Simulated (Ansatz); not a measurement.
`[CH3][GaH][GeH2][C]#N` + `C=N` → `C=[N][GaH][CH3]` + `N#[C][GeH3]`  (cleavage of the Ga–Ge bond)

Calculated with Ansatz (gas phase, PBE0-D4/def2-TZVP geometries, no zero-point term in ΔE). CBS: MP2 limit from def2 TZ/QZ plus the TZ coupled-cluster correction, frozen cores. This one scheme is used for every species. Functionals use def2-TZVPP. For Ga, Ge outer-core shells are correlated without core-valence functions, which leaves a few kJ/mol of doubt a bond. Scalar relativity is left out up to krypton. One conformer a species, not always the lowest.

`[CH3][GaH][GeH2][C]#N`:

```xyz
11

C    -1.588   -0.364    1.186
Ga    0.218   -1.000    0.771
Ge    1.524    0.163   -0.961
C     0.404    1.576   -1.661
N    -0.334    2.388   -2.015
H    -1.903    0.435    0.516
H    -1.613    0.006    2.215
H    -2.301   -1.191    1.124
H     0.899   -2.219    1.491
H     2.793    0.881   -0.473
H     1.901   -0.676   -2.193
```

`C=N`:

```xyz
5

C    -0.067   -0.136   -0.359
N     0.027   -0.272    0.890
H     0.093    0.803   -0.902
H    -0.326   -1.007   -0.965
H     0.273    0.613    1.336
```

`C=[N][GaH][CH3]`:

Cartesian coordinates in Å:
```
C -0.838 -0.242 2.205
N -0.850 -0.030 0.980
Ga -0.315 0.712 -0.589
C 1.003 -0.291 -1.634
H -1.544 -0.947 2.674
H -0.140 0.245 2.906
H -1.104 1.993 -1.006
H 0.582 -0.590 -2.597
H 1.877 0.333 -1.840
H 1.328 -1.184 -1.100
```

`N#[C][GeH3]`:

Cartesian coordinates in Å:
```
N -2.159 1.126 -0.373
C -1.150 0.600 -0.199
Ge 0.536 -0.279 0.093
H 0.607 -1.442 -0.897
H 0.539 -0.763 1.542
H 1.628 0.758 -0.166
```

Problem. Is it downhill or uphill in electronic energy at CCSD(T)/CBS, and by how much? (Best estimate.)

Solution. Ansatz gave: Uphill: ΔE = +17.1 kJ/mol.

Problem. What do these levels give: r2SCAN, HF/def2-TZVPP, MP2/def2-TZVPP, CCSD/def2-TZVPP, HF/def2-QZVPP, MP2/def2-QZVPP? (Best estimate.)

Solution. Computed: r2SCAN 13.4, HF/def2-TZVPP 11.4, MP2/def2-TZVPP 12.3, CCSD/def2-TZVPP 17.0, HF/def2-QZVPP 9.8, MP2/def2-QZVPP 12.3 kJ/mol.

Largest T1 diagnostic among the species: 0.015.
